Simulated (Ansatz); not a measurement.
System: InF2, charge 1, singlet. InF2+ (SMILES [F][In+][F]).
B3LYP-D3(BJ)/def2-TZVP minimum from Ansatz (an electronic-structure program):
```
In
F 1 1.8552
F 1 1.8552 2 180.00
```
Charge +1, spin multiplicity 1.

Total energies in def2-TZVPP, 16 correlated electrons, 11 frozen orbitals. UHF or UKS for unpaired electrons; spin-orbit terms are left out. Correlated methods leave the cores frozen (noble-gas shells, and filled d and f shells in the p block). Past Kr the def2 sets carry scalar-relativistic core potentials. Spin-orbit terms, left out, reach several kcal/mol for Br and I, and more for heavier atoms. The spin of F2In+ ([F][In+][F], singlet) was assumed, and the state is the lowest solution found for it.

```json
[
 {"method": "HF", "program": "Ansatz", "energy (Eh)": "-387.90857", "minus CCSDT(Q) (mEh)": "575.62"},
 {"method": "MP2", "program": "Ansatz", "energy (Eh)": "-388.47308", "minus CCSDT(Q) (mEh)": "11.10"},
 {"method": "CCSD", "program": "Ansatz", "energy (Eh)": "-388.46511", "minus CCSDT(Q) (mEh)": "19.08"},
 {"method": "CCSD(T)", "program": "Ansatz", "energy (Eh)": "-388.48294", "minus CCSDT(Q) (mEh)": "1.25"},
 {"method": "CCSDT(Q)", "program": "Ansatz", "energy (Eh)": "-388.48419", "minus CCSDT(Q) (mEh)": "0.00"}
]
```

Rough core times of Ansatz's runs on a shared machine: CCSD(T) under 20 s, CCSDT(Q) 10 min.
